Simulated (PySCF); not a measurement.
Bond length, frequency and bond energy of AlI by level of theory

State: ¹Σ⁺ (singlet), closed shell. Set-up: Al def2-TZVPP, I def2-TZVPP with ECP28; scalar-relativistic core potentials (PySCF 2.14). De refers to Al + I in their high-spin ground configurations, without counterpoise correction. A positive dipole means Al(−)I(+).

| Level | Re (Å) | ωe (cm⁻¹) | De (eV) | μ (D) |
| --- | --- | --- | --- | --- |
| RHF | 2.578 | 304 | 2.87 | -2.18 |
| RHF-MP2 | 2.536 | 323 | 4.08 | n/a |
| RHF-SCS-MP2 | 2.544 | 319 | 3.92 | n/a |
| RHF-CCSD | 2.545 | 319 | 3.74 | n/a |
| RHF-CCSD(T) | 2.545 | 320 | 3.87 | n/a |
| PBE | 2.570 | 304 | 4.01 | -1.72 |
| revPBE | 2.581 | 300 | 3.83 | -1.72 |
| r²SCAN | 2.552 | 312 | 3.96 | -1.58 |
| M06-L | 2.554 | 309 | 3.96 | -1.39 |
| PBE0 | 2.552 | 313 | 3.94 | -1.77 |
| MN15 | 2.550 | 307 | 4.02 | -2.01 |
| M06-2X | 2.558 | 309 | 3.88 | -2.33 |
| ωB97X | 2.546 | 314 | 3.88 | -1.83 |

Measured (Huber and Herzberg, Constants of Diatomic Molecules (1979)): Re = 2.537102 Å, ωe = 316.1 cm⁻¹.

The bond length runs from 2.536 Å (RHF-MP2) to 2.581 Å (revPBE). De spans 2.87 eV (RHF, mean field) to 4.08 eV (RHF-MP2, perturbation theory). Correlation at CCSD(T) changes the Hartree–Fock bond energy by +1.00 eV; the triples alone change it by +0.13 eV.

Correlated steps freeze 9 core orbitals. Spin–orbit coupling is left out, which matters for elements this heavy, above all for dissociation energies. Where the molecule has an RHF reference, its open-shell atoms are computed with UHF.

The whole job (state search and all levels along the bond) took about 8.1 min on 1 thread of Arm Neoverse V1 (shared host), peak memory 2.1 GiB.
